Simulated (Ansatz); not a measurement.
`[O]=[W](=[O])([OH])[OH]` + H–F → `[O]=[W](=[O])([OH])[F]` + H₂O at 400 K and 1 bar (ligand exchange at a W–O bond).

Calculated with Ansatz (gas phase, PBE0-D4/def2-TZVP geometries, no zero-point term in ΔE). CBS: MP2 limit from def2 TZ/QZ plus the TZ coupled-cluster correction, frozen cores. This one scheme is used for every species. Elements past krypton have def2 core potentials. For W outer-core shells are correlated without core-valence functions, which leaves a few kJ/mol of doubt a bond. Each species was taken in one conformer, which may not be the lowest.

```
                  species  CCSD(T)/CBS energy (Eh)  H − E (kJ/mol)  S (J/(mol·K))
`[O]=[W](=[O])([OH])[OH]`               -369.04161           117.4          370.2
                      H–F               -100.39570            36.5          182.2
 `[O]=[W](=[O])([OH])[F]`               -393.06556            85.9          363.5
                      H₂O                -76.37941            69.8          198.6
```

H − E and S are ideal-gas, rigid-rotor, harmonic terms from PBE0-D4/def2-TZVP, for one conformer and one mirror image of each species. 1 Eh = 2625.50 kJ/mol, R = 8.31446 J/(mol·K).

Question: By hand: ΔE, ΔH, ΔS and ΔG.

Answer: ΔE = (-393.06556) + (-76.37941) − (-369.04161) − (-100.39570) = -0.00766 Eh = -20.1 kJ/mol. Δ(H − E) = 85.9 + 69.8 − 117.4 − 36.5 = 1.8, so ΔH = -18.3 kJ/mol. ΔS = 363.5 + 198.6 − 370.2 − 182.2 = 9.7 J/(mol·K). ΔG = -18.3 − 400 × (9.7)/1000 = -22.2 kJ/mol.

Question: By hand: the equilibrium constant, and the temperature at which ΔG would vanish if ΔH and ΔS stayed fixed.

Answer: log₁₀ K = −ΔG/(RT ln 10) = 2.9. ΔH and −TΔS have one sign here, so there is no such temperature.

The number of gas molecules stays the same, so ΔS is small and ΔH decides. A doubt of 5 kJ/mol in ΔE shifts log₁₀ K by 0.7 here. Other conformers and mirror images would add mixing entropy, several J/(mol·K) or more a flexible species. These are equilibria of isolated gas molecules and say nothing of rates. Largest T1 diagnostic: 0.023 (customary marks: 0.02 for closed shells, 0.045 for open ones).

ΔS is within the doubt of such terms, so its sign, and with it that verdict, could turn.
